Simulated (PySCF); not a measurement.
Name the molecule from its bond curve

A diatomic of charge 0 contains Rb. Its doublet curve at PBE0 in a double-zeta basis (scalar-relativistic core potentials, PySCF), in eV from the separated fragments:

R (Å), E (eV) and a bar:
```
    3.555     -0.056 ##############################
    3.721     -0.108 #############
    3.886     -0.135 ####
    4.010     -0.144 #
    4.134     -0.147 
    4.258     -0.144 #
    4.423     -0.136 ###
    4.630     -0.122 ########
    4.878     -0.102 ###############
    5.209     -0.077 #######################
```

The fit gives ωe = 67.9 cm⁻¹ and the rotational constant Bₑ = 0.05291 cm⁻¹.

Which atom is the partner?

The minimum lies at 4.128 Å, so the reduced mass is 16.8576 u Å² cm⁻¹/(Bₑ·Re²) = 18.70 u. With Rb at 84.91 u the partner weighs about 24.0 u: Mg. The molecule is RbMg.

Spin–orbit coupling is left out. The state was picked by a PBE0 search and need not be the measured ground state.
